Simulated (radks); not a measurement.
Mo+, configuration [Kr] 4d5.

Method: scalar-relativistic Kohn-Sham, exchange-only LDA, spin-polarised, spherical densities, point nucleus; open shells are filled with parallel spins first (spin-orbit coupling, left out, can overturn this in heavy ions); computed with a radial shooting solver on a logarithmic mesh with Libxc functionals.

Energy parts (eV):
total: -109947.104
kinetic: 113409.669
electron-nucleus: -265002.674
Hartree: 44784.591
exchange: -3138.690

Orbitals (lengths in bohr, moments of r in powers of bohr; <r^-3> diverges for s and p1/2; r(max) is where P^2 peaks):
orbital  occ.  eigenvalue (eV)  <r^-3>   <1/r>   r(max)
1s down     1        -19798.88       -   43.50  0.02290
1s up       1        -19798.87       -   43.50  0.02290
2s up       1        -2800.939       -   9.792   0.1298
2s down     1        -2800.454       -   9.792   0.1298
2p up       3        -2506.257    2548   9.527   0.1036
2p down     3        -2505.885    2548   9.528   0.1036
3s up       1        -480.1815       -   3.359   0.3841
3s down     1        -479.8273       -   3.359   0.3842
3p up       3        -383.6729   424.1   3.197   0.3774
3p down     3        -383.2851   424.1   3.198   0.3775
3d up       5        -226.1557   56.32   2.966   0.3220
3d down     5        -225.6282   56.34   2.967   0.3221
4s up       1         -70.8475       -   1.228   0.9900
4s down     1         -67.8172       -   1.242   0.9842
4p up       3         -45.2055   60.17   1.082    1.074
4p down     3         -41.8207   62.26   1.098    1.065
4d up       5         -10.7247   3.684  0.7092    1.401
4d down     0          -6.6978   3.797  0.7108    1.371

The highest occupied level is 4d up at -10.725 eV. For comparison, the ionisation energy in NIST's Atomic Spectra Database is 16.2 eV (semi-empirical). In exact Kohn-Sham theory the highest level is minus the ionisation energy, but local and semilocal functionals leave it too shallow, through self-interaction and a potential that decays too fast; potentials with the right tail come closer. The density falls to 0.001 e/bohr^3 at r = 4.01 bohr.
